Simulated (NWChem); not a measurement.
CH₄STe; SMILES CS[TeH]

```xyz
7

Te     0.0263     0.8501     0.0265
H      0.1865     1.0103    -1.6326
S     -0.6628    -1.4535     0.0045
C      0.9052    -2.3685     0.0186
H      1.4774    -2.2068    -0.9051
H      0.6233    -3.4312     0.0824
H      1.5184    -2.1097     0.8923
```
Atoms are numbered in this order, from 1.

Program: NWChem. Geometry: optimised at PBE0/def2-SVP. def2 effective core potentials on Te; no spin-orbit coupling. Level M06-2X/def2-SVP: energy and gradient on several grids; changes count from the extra-fine grid, which is no exact limit either.

Which is the coarsest grid (xfine; fine; xcoarse; medium; coarse) from which on the energy stays within 100 μHa and each gradient component within 200 μHa/bohr of xfine?

fine.
| grid | size of the energy change (μHa) | largest change of a gradient component (μHa/bohr) | time, medium = 1 (rough) |
|---|---|---|---|
| xcoarse | 1000 | 8000 | about 1 |
| coarse | 300 | 2000 | about 1 |
| medium | 10 | 400 | about 1 |
| fine | < 10 | 30 | about 1 |
| xfine | < 10 | < 30 | 2 |
